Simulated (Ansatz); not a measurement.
`[OH][Al]1[CH2][CH2]1`. Total charge 0; spin multiplicity 1.

Z-matrix (Å, degrees):
```
C
Al 1 1.886
C 1 1.619 2 64.8
H 1 1.089 2 123.0 3 -103.0
H 1 1.089 2 123.1 3 103.0
O 2 1.687 1 153.1 3 -180.0
H 3 1.089 1 113.7 2 116.7
H 3 1.089 1 113.8 2 -116.9
H 6 0.956 2 123.8 1 180.0
```

(1) What are the harmonic wavenumbers in cm⁻¹ at PBE0-D4/def2-TZVP (Ansatz, finite differences of forces, unscaled)? (Best estimate.)

(2) Is this a minimum?

(3) Give the ideal-gas thermochemistry at 298.15 K and 1 bar (rigid rotor, harmonic oscillator; point group Cs, symmetry number 1).

(4) Rotational constants (cm⁻¹)?

## Answers

(1) The calculation gave: 162, 199, 221, 353, 542, 611, 623, 678, 818, 840, 959, 995, 1012, 1172, 1399, 1413, 3093, 3101, 3152, 3172, 3958.

(2) Yes, all 21 modes are real.

(3) Zero-point energy 170.3 kJ/mol; H(298) − E = 188.1 kJ/mol; entropy 308.6 J/(mol·K), of which translation 162.2, rotation 103.5, vibration 42.9; G(298) − E = 96.1 kJ/mol.

(4) 0.6537, 0.1233, 0.108.
